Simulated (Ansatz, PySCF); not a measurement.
Reaction 2 R1 → P1 + P2, each structure at its B3LYP-D3(BJ)/def2-TZVP stationary point, reached from a drawn start (curvature not checked).
P1: Cl3OV (SMILES [O]=[V]([Cl])([Cl])[Cl]), charge 0, multiplicity 1.
R1, Cl2OV (SMILES [O]=[V]([Cl])[Cl]) (charge 0, multiplicity 2, Z-matrix in Å and degrees):
```
V
O 1 1.5624
Cl 1 2.1723 2 117.71
Cl 1 2.1723 2 117.71 3 179.79
```
P2, ClOV (SMILES [O]=[V][Cl]) (charge 0, multiplicity 3):
```xyz
3

V      0.196     0.003    -0.419
O      1.715    -0.005     0.027
Cl    -1.911     0.002     0.392
```

```json
[
 {"level": "PBE-D4/def2-TZVPP", "reaction energy (kcal/mol)": "13.72", "cost": "×1"},
 {"level": "BLYP-D3(BJ)/def2-TZVPP", "reaction energy (kcal/mol)": "15.37", "cost": "×0.9"},
 {"level": "revPBE-D4/def2-TZVPP", "reaction energy (kcal/mol)": "13.51", "cost": "×0.9"},
 {"level": "r2SCAN/def2-TZVPP", "reaction energy (kcal/mol)": "17.07", "cost": "×2"},
 {"level": "r2SCAN-D4/def2-TZVPP", "reaction energy (kcal/mol)": "16.97", "cost": "×2"},
 {"level": "B3LYP-D4/def2-TZVPP", "reaction energy (kcal/mol)": "17.76", "cost": "×0.9"},
 {"level": "BHLYP-D3(BJ)/def2-TZVPP", "reaction energy (kcal/mol)": "24.17", "cost": "×1"},
 {"level": "M06-2X/def2-TZVPP", "reaction energy (kcal/mol)": "22.07", "cost": "-"},
 {"level": "CAM-B3LYP-D3(BJ)/def2-TZVPP", "reaction energy (kcal/mol)": "19.20", "cost": "×1"},
 {"level": "MP2/CBS(def2-TZVPP, def2-QZVPP)", "reaction energy (kcal/mol)": "-99.00", "cost": "-"},
 {"level": "SCS-MP2/def2-QZVPP", "reaction energy (kcal/mol)": "-80.34", "cost": "-"},
 {"level": "CCSD/def2-TZVPP", "reaction energy (kcal/mol)": "23.74", "cost": "-"},
 {"level": "CCSD(T)/def2-QZVPP", "reaction energy (kcal/mol)": "6.82", "cost": "×200*"},
 {"level": "CCSD(T)/CBS(def2-TZVPP, def2-QZVPP)", "reaction energy (kcal/mol)": "6.93", "cost": "×200*"}
]
```

P less R. No zero-point or thermal terms; singlets are restricted closed shells; open shells are unrestricted; no spin–orbit coupling. The spin states of the d-block species are the ones drawn and need not be the lowest.

Cores are frozen in the correlated methods. CBS(a, b) extrapolates the correlation energy as X⁻³ and adds the Hartree–Fock energy of set b.

Doubts at one or more of the structures used: a spin-contaminated determinant (MP2/CBS(def2-TZVPP, def2-QZVPP), SCS-MP2/def2-QZVPP, CCSD/def2-TZVPP, CCSD(T)/def2-QZVPP, CCSD(T)/CBS(def2-TZVPP, def2-QZVPP)); T1 above 0.05 (CCSD/def2-TZVPP, CCSD(T)/def2-QZVPP, CCSD(T)/CBS(def2-TZVPP, def2-QZVPP)); a doubt about the state reached (CCSD/def2-TZVPP, CCSD(T)/def2-QZVPP, CCSD(T)/CBS(def2-TZVPP, def2-QZVPP)).

Run with Ansatz (Gaussian orbitals); PySCF for M06-2X and the D3/D4 terms. All values are computed, each at the level named.

Costs are rough ratios of core time to PBE/def2-TZVPP (about 70 s over the structures, on one shared machine); a dash marks a level with no comparable run of its own. A star marks coupled-cluster runs past 200 virtual orbitals, where the program's memory plan changes under this machine's limit, so their costs aren't comparable with smaller runs.

Ansatz is a quantum-chemistry and plane-wave program.
